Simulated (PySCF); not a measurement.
BeFH2N.

```xyz
5

Be     0.0000     0.0000    -0.1002
F      0.0000     0.0000    -1.4927
N      0.0000     0.0000     1.4084
H      0.0000    -0.8256     1.9878
H      0.0000     0.8256     1.9878
```
Charge 0, spin multiplicity 1.

The structure is a stationary point at TPSSh-D3(BJ)/def2-TZVP. One conformer was computed; it need not be the lowest.

These are PySCF with PBE0/pcSseg-2 values and carry that method's errors. Non-relativistic, no solvent.

Computed absolute GIAO shielding of each atom: isotropic value and principal components (ppm):
```json
[
 {"atom": "Be1", "σ(iso)": "99.5", "σ11": "68.7", "σ22": "74.3", "σ33": "155.6", "span": "86.8"},
 {"atom": "F2", "σ(iso)": "369.0", "σ11": "289.9", "σ22": "349.3", "σ33": "467.7", "span": "177.8"},
 {"atom": "N3", "σ(iso)": "264.2", "σ11": "247.1", "σ22": "255.7", "σ33": "289.7", "span": "42.7"},
 {"atom": "H4", "σ(iso)": "31.1", "σ11": "25.1", "σ22": "26.4", "σ33": "42.0", "span": "16.9"},
 {"atom": "H5", "σ(iso)": "31.1", "σ11": "25.1", "σ22": "26.4", "σ33": "42.0", "span": "16.9"}
]
```
